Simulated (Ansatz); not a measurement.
SiCl₃OH⁻, that is Si(OH)Cl3 with one electron more. Total charge -1; doublet. Geometry r2SCAN-D4/def2-SVP, that of the neutral singlet; atoms count from 1.

| atom | x (Å) | y (Å) | z (Å) |
| --- | --- | --- | --- |
| Si1 | -0.264 | -0.109 | -0.109 |
| O2 | 0.775 | 1.084 | 0.309 |
| H3 | 1.634 | 0.830 | 0.671 |
| Cl4 | -0.745 | -1.280 | 1.504 |
| Cl5 | 0.537 | -1.327 | -1.550 |
| Cl6 | -1.937 | 0.802 | -0.825 |

The highest occupied level of the charge -1 doublet lies above zero (up to 1.46 eV). By energy differences it is unbound by 0.38 eV (vertical, against the charge 0 singlet, at PBE0-D4/def2-TZVPD) and held by the finite basis.

(1) Estimate the Mulliken populations from the PBE0/def2-TZVPD orbitals of Ansatz.

(2) Where does the spin sit?

(3) And the Mayer bond orders between heavy atoms (over 0.3)?

Results:

(1) 
```
atom  charge (e)  spin (α − β)
 Si1       -1.52          2.45
  O2        0.26         -0.64
  H3        0.19          0.12
 Cl4        0.03         -0.32
 Cl5        0.03         -0.32
 Cl6        0.01         -0.30
```
Mulliken values depend strongly on the basis. With diffuse functions, as here, like atoms can get unlike values, and bond orders can come out too low or too high.

(2) Summed by element: Si 2.45, O -0.64, H 0.12, Cl -0.93, of 1 unpaired in all. Largest on single atoms: Si1 2.45, O2 -0.64, Cl5 -0.32.

(3) O2–Cl4 0.56 (3.05 Å); O2–Cl5 0.56 (3.05 Å); O2–Cl6 0.48 (2.95 Å).
